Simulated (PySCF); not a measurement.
Pr⁺ (praseodymium, charge +1) across methods

[Xe] 4f3 6s1, one real determinant. Computed with PySCF 2.14 in x2c-TZVPPall with one added diffuse shell each of s, p, d, f type (12s8p8d5f2g, 129 functions), with scalar relativity by spin-free X2C-1e.

| method | E (hartree) | mean ε 5p β (eV) | mean ε 4f α (eV) | mean ε 6s α (eV) | Σ⟨r²⟩ (bohr²) | ⟨S²⟩ |
| --- | --- | --- | --- | --- | --- | --- |
| LDA | -9228.83 | -26.765 | -8.131 | -8.648 | 61.49 | 6.000 |
| PBE | -9235.99 | -26.545 | -8.116 | -8.428 | 61.87 | 6.000 |
| PBE0 | -9236.00 | -28.148 | -10.198 | -8.898 | 61.93 | 6.001 |
| UHF | -9232.85541 | -31.782 | -16.222 | -9.927 | 63.45 | 6.002 |

(1) Estimate the same row for r2SCAN.

⟨L²⟩ = 34.06 against 42 for a pure I term, so this real determinant mixes terms. Spin-orbit coupling, absent here, splits the open shell strongly.

Answers

(1) E (hartree) = -9236.37; mean ε 5p β (eV) = -27.033; mean ε 4f α (eV) = -8.508; mean ε 6s α (eV) = -8.503; Σ⟨r²⟩ (bohr²) = 61.84; ⟨S²⟩ = 6.002.
